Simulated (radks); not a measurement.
Polarisabilities and homonuclear dispersion coefficients (atomic units). Code: a radial shooting solver on a logarithmic mesh with Libxc functionals. Model: scalar-relativistic Kohn-Sham, LDA (Slater exchange, VWN5 correlation), spin-polarised, spherical densities, finite nucleus; open shells are filled with parallel spins first; Fermi nuclear charge, rms radius of each element as measured or else 0.836 A^(1/3) + 0.57 fm. Response by self-consistent Sternheimer equations with the Hartree and adiabatic LDA kernel, the relativistic mass of each level held fixed and spin-orbit coupling left out. "Uncoupled" leaves out the induced potential. Quadrupole and octupole values are given only where no p, d or f shell is open.

S: configuration [Ne] 3s2 3p4; alpha1 (bohr^3) 21.25; alpha1, uncoupled 31.86; C6 146.6; recommended alpha1 19.4 +/- 0.1
S+: configuration [Ne] 3s2 3p3; alpha1 (bohr^3) 10.99; alpha1, uncoupled 17.56; C6 54.07
S2+: configuration [Ne] 3s2 3p2; alpha1 (bohr^3) 7.238; alpha1, uncoupled 12.02; C6 26.08
S3+: configuration [Ne] 3s2 3p1; alpha1 (bohr^3) 5.228; alpha1, uncoupled 8.856; C6 13.74
S4+: configuration [Ne] 3s2; alpha1 (bohr^3) 4.061; alpha1, uncoupled 6.801; alpha2 (bohr^5) 6.083; alpha3 (bohr^7) 14.74; C6 7.734; C8 76.15
S5+: configuration [Ne] 3s1; alpha1 (bohr^3) 2.551; alpha1, uncoupled 3.030; alpha2 (bohr^5) 2.553; alpha3 (bohr^7) 4.930; C6 2.710; C8 18.88
S6+: configuration [Ne]; alpha1 (bohr^3) 0.07490; alpha1, uncoupled 0.08273; alpha2 (bohr^5) 0.03189; alpha3 (bohr^7) 0.02178; C6 0.03816; C8 0.08424

Recommended values: Schwerdtfeger and Nagle, table of static dipole polarisabilities (2023 update), measured or computed.
